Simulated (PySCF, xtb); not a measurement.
In(Cl)2(OAc) (C₂H₃Cl₂InO₂), SMILES [O](C(=O)C)[In]([Cl])[Cl]. One conformer was computed; it need not be the lowest.

Harmonic wavenumbers (cm⁻¹) from GFN2-xTB run with xtb at its own minimum, in rising order: 20, 43, 66, 72, 91, 155, 191, 217, 287, 333, 440, 588, 676, 963, 1009, 1012, 1353, 1375, 1428, 1435, 1560, 3018, 3045, 3061.

### Question
What does PBE-D3(BJ)/def2-SVP (PySCF) give at its own minimum? (Estimate from the structure and the level; the computed values follow.)

### Answer
10, 53, 83, 85, 89, 174, 224, 289, 357, 385, 463, 601, 703, 958, 982, 1014, 1310, 1375, 1392, 1452, 1536, 2999, 3090, 3132. Paired by order, the mean absolute difference is 27 cm⁻¹ and the zero-point energies are 32.1 and 32.5 kcal/mol.
